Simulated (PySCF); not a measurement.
**From computed data to an observable: chemical shift, span and skew from a shielding tensor**

GeHF₃, SMILES [F][GeH]([F])[F]. Atoms are numbered in the order given.

```xyz
5

Ge     0.0000     0.0000     0.2679
F     -1.3791    -0.7962    -0.3836
F      0.0000     1.5924    -0.3836
F      1.3791    -0.7962    -0.3836
H      0.0000     0.0000     1.7862
```
Charge 0, spin multiplicity 1.

Geometry: TPSSh-D3(BJ)/def2-SVP.

GIAO shieldings from HF/pcSseg-2 (PySCF), non-relativistic, no solvent. The symmetric part of the tensor of F2 has the principal values 336.1, 378.1, 438.8 ppm. The same nucleus in CFCl3 has σ = 237.3 ppm at this level (PySCF, at its B3LYP-D3(BJ)/def2-TZVP geometry).

Question: Work out the isotropic shielding, the ¹⁹F shift against CFCl3, the span and the skew.

Answer: 
σ(iso) = (σ11 + σ22 + σ33)/3 = 384.3 ppm. δ = σ(ref) − σ(iso) = 237.3 − (384.3) = -147.0 ppm.
Span Ω = σ33 − σ11 = 102.7 ppm. Skew κ = 3(σ(iso) − σ22)/Ω = 0.18. Tumbling in solution averages the tensor to δ; in a static solid the shielding alone would spread this spin-1/2 line over Ω.
